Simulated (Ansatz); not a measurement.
Reaction (ligand exchange at the Si–C bond): `CC(C)[Si]Cl` + H–F → `F[Si]Cl` + propane

Isolated molecules relaxed with PBE0-D4/def2-TZVP in Ansatz; ΔE leaves out vibrations. CBS: MP2 limit from def2 TZ/QZ plus the TZ coupled-cluster correction, frozen cores. This one scheme is used for every species. Functionals use def2-TZVPP. Each species was taken in one conformer, which may not be the lowest.

(1) Is it downhill or uphill in electronic energy at CCSD(T)/CBS, and by how much? (Estimate.)

(2) What do these levels give: LDA (SPW92), PBE-D4, BLYP-D4, r2SCANh-D4, B2PLYP, PBE, BLYP, PBE0, r2SCANh, SCS-MP2/def2-TZVPP, CCSD/def2-TZVPP, HF/def2-QZVPP? (An estimate is asked.)

Largest T1 diagnostic among the species: 0.014.

Answers

(1) The calculation gave: Downhill: ΔE = -1.93 eV.

(2) Ansatz gave: LDA (SPW92) -1.90, PBE-D4 -1.91, BLYP-D4 -2.03, r2SCANh-D4 -2.03, B2PLYP -2.13, PBE -2.02, BLYP -2.26, PBE0 -2.00, r2SCANh -2.06, SCS-MP2/def2-TZVPP -2.01, CCSD/def2-TZVPP -2.00, HF/def2-QZVPP -2.32 eV.

From BLYP to BHLYP (50 % exact exchange), in def2-TZVPP and without D4, ΔE moves by +0.04 eV. In def2-TZVPP, CCSD(T) changes the Hartree–Fock value by +0.34 eV (the triples alone add +0.05 eV) and MP2 by +0.38 eV.
